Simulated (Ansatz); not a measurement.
Ligand exchange: CH3Br + AuCl → CH3Cl + AuBr

Gas-phase species: CH3Br (bromomethane) `CBr`, singlet; AuCl, singlet; CH3Cl (chloromethane) `CCl`, singlet; AuBr (bromogold), singlet. The partners trade Br for Cl: C–Br and Au–Cl bonds give way to C–Cl and Au–Br.

Shapes, held fixed at every level: PBE0-D4/def2-TZVP. Programs: Ansatz 0.2.0. The zero-point and thermal change to 298 K, harmonic and unscaled (PBE0-D4/def2-TZVP), is +1.0 kJ/mol.

```tsv
level	kind	ΔH(298 K) (kJ/mol)	less CCSD(T)/def2-TZVPP
HF/def2-TZVPP	Hartree–Fock	-32.4	-6.7
PBE-D4/def2-TZVPP	GGA	-25.4	+0.3
r2SCAN-D4/def2-TZVPP	meta-GGA	-25.5	+0.2
PBE0-D4/def2-TZVPP	global hybrid	-28.2	-2.5
wB97M-V/def2-TZVPP	range-separated hybrid	-26.3	-0.6
wB97X-V/def2-TZVPP	range-separated hybrid	-26.5	-0.8
MP2/def2-SVP	perturbation theory	-34.3	-8.6
CCSD(T)/def2-TZVPP	coupled cluster or CI	-25.7	0.0
```

The highest level, CCSD(T)/def2-TZVPP, gives ΔH(298 K) = -25.7 kJ/mol; the levels span -34.3 to -25.4. The column of differences is taken from that level and isn't an error. No measured value is set beside it here. For atoms past krypton def2 sets carry core potentials with scalar relativity. Relativity is left out for Br. Outer-core shells of Au, Br are correlated, in sets that cover them unevenly.
